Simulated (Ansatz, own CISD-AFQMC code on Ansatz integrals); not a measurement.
C2H5B, SMILES `B1CC1` (charge 0, multiplicity 1).

Z-matrix (Å, degrees):
```
C
H 1 1.0858
H 1 1.0858 2 112.29
B 1 1.5237 2 120.10 3 149.77
H 4 1.1802 1 149.45 2 -73.72
C 4 1.5237 5 149.45 1 179.98
H 6 1.0858 4 120.10 5 -73.69
H 6 1.0858 7 112.29 1 141.31
```
Charge 0, spin multiplicity 1.

Frozen-core energies in cc-pVDZ from Ansatz (an electronic-structure program) at a geometry from B3LYP-D3(BJ)/def2-TZVP; the HF reference has <S^2> = 0.00 and the T1 diagnostic is 0.009.

```json
[
 {"level": "HF", "energy (Ha)": "-103.27030"},
 {"level": "MP2", "energy (Ha)": "-103.62625"},
 {"level": "CCSD", "energy (Ha)": "-103.66469"},
 {"level": "CCSD(T)", "energy (Ha)": "-103.67664"}
]
```

**Question.** Estimate the energies of CCSDT, phaseless AFQMC, CISD trial (own CISD-AFQMC code on Ansatz integrals; ±0.28 mHa) and CCSDT(Q), and give each level's difference from CCSDT(Q).

**Answer.** 
```
level                                                                             energy (Ha)  difference from CCSDT(Q) (mHa)
--------------------------------------------------------------------------------  -----------  ------------------------------
MP2                                                                                -103.62625                           51.90
CCSD                                                                               -103.66469                           13.45
CCSD(T)                                                                            -103.67664                            1.50
CCSDT                                                                              -103.67744                            0.70
phaseless AFQMC, CISD trial (own CISD-AFQMC code on Ansatz integrals; ±0.28 mHa)   -103.67831                           -0.16
CCSDT(Q)                                                                           -103.67815                            0.00
```
